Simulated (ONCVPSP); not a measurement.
Configuration tests for Ge (ONCV)

germanium (Ge), optimised norm-conserving Vanderbilt (ONCV), made with ONCVPSP 4.0.1 (LDA (Perdew-Wang 92), scalar-relativistic). Core [Ne], reference 3s2 3p6 3d10 4s1.5 4p2.5. Waves: 3s+4s: rc 0.85 bohr, ncon 3, nbas 6, qcut 13.2 1/bohr, 2 projectors; 3p+4p: rc 1.15 bohr, ncon 4, nbas 9, qcut 14.1 1/bohr, 2 projectors; 3d: rc 1.00 bohr, ncon 3, nbas 7, qcut 13.1 1/bohr, 2 projectors, debl 1 Ha. Local part: polynomial inside 0.65 bohr (lpopt 5, dvloc0 0 Ha). Core correction: polynomial model core, fcfact 0.5.

In the d channel the program set the typed energies aside and used -1.119, 0.250 Ha.

Energies are relative to the spin-unpolarised reference configuration 3s2 3p6 3d10 4s1.5 4p2.5; without spin polarisation the order of configurations can differ from experiment.

```
valence configuration  charge  ΔE all-electron (eV)  error AE − PS (meV)
 3s2 3p6 3d10 4s2 4p1      +1                 3.644                 -0.5
 3s2 3p6 3d10 4s2 4p0      +2                19.353                 -1.8
 3s2 3p5 3d10 4s2 4p2      +1               121.478                 -131
```

(1) What are ΔE and the potential's error for 3s2 3p6 3d10 4s2 4p2?

Answers

(1) ΔE = -3.987 eV all-electron; the error (AE − PS) is +0.1 meV.
